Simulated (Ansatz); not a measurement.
Consider the formal exchange of groups at the Si–Si bond: `B[SiH2][SiH2]O` + SiH₄ → `B[SiH2][SiH3]` + silanol.

Calculated with Ansatz (gas phase, PBE0-D4/def2-TZVP geometries, no zero-point term in ΔE). CCSD(T)/CBS is the MP2 limit (def2-TZVPP, def2-QZVPP) plus CCSD(T) − MP2 in def2-TZVPP, frozen cores. This one scheme is used for every species. Functionals use def2-TZVPP. HSE06 is defined as in plane-wave codes. One conformer a species, not always the lowest.

`B[SiH2][SiH2]O`:

Z-matrix (Å, degrees):
```
Si
Si 1 2.364
B 1 1.990 2 105.7
H 1 1.493 2 106.1 3 121.1
H 1 1.490 2 107.6 3 -122.9
O 2 1.653 1 111.6 3 -179.0
H 2 1.492 1 108.8 3 -55.9
H 2 1.483 1 111.0 3 63.6
H 3 1.195 1 120.9 2 85.8
H 3 1.195 1 121.0 2 -89.2
H 6 0.958 2 117.4 1 54.1
```

SiH₄:

Cartesian coordinates in Å:
```
Si 0.000 0.000 0.000
H 0.186 1.467 -0.136
H 1.135 -0.704 -0.647
H -1.270 -0.401 -0.656
H -0.050 -0.361 1.439
```

`B[SiH2][SiH3]`:

Z-matrix (Å, degrees):
```
Si
Si 1 2.356
B 1 1.988 2 102.8
H 1 1.490 2 107.3 3 -121.5
H 1 1.490 2 107.3 3 121.4
H 2 1.488 1 110.0 3 -178.7
H 2 1.487 1 110.4 3 61.4
H 2 1.487 1 110.5 3 -58.7
H 3 1.195 1 120.8 2 87.2
H 3 1.195 1 120.9 2 -87.0
```

`O[SiH3]`:

```xyz
6

O     0.592   -0.509    1.016
Si   -0.063    0.055   -0.386
H     0.222   -0.195    1.841
H    -1.506   -0.296   -0.499
H     0.699   -0.590   -1.479
H     0.056    1.536   -0.492
```

Problem. Is it downhill or uphill in electronic energy at CCSD(T)/CBS, and by how much? (An estimate is asked.)

Solution. The calculation gave: Downhill: ΔE = -7.4 kJ/mol.

Problem. What do these levels give: HSE06-D4, CAM-B3LYP-D4, B2PLYP, revPBE, PBE0, CAM-B3LYP, HF/def2-SVP, MP2/def2-SVP, CCSD(T)/def2-TZVPP, HF/CBS(def2), MP2/CBS(def2), CCSD/CBS(def2)? (Best estimate.)

Solution. Computed: HSE06-D4 -6.0, CAM-B3LYP-D4 -5.8, B2PLYP -6.8, revPBE -4.4, PBE0 -6.7, CAM-B3LYP -6.6, HF/def2-SVP -9.3, MP2/def2-SVP -8.6, CCSD(T)/def2-TZVPP -7.1, HF/CBS(def2) -9.0, MP2/CBS(def2) -8.6, CCSD/CBS(def2) -8.0 kJ/mol.

Largest T1 diagnostic among the species: 0.014.

Leaving LDA and LC-ωPBE aside and taking each functional with its dispersion term where it has one, the values, not all of them listed here, spread over 5.0 kJ/mol, from PBE-QIDH to BLYP-D4. From BLYP to BHLYP (50 % exact exchange), in def2-TZVPP and without D4, ΔE moves by −3.5 kJ/mol.
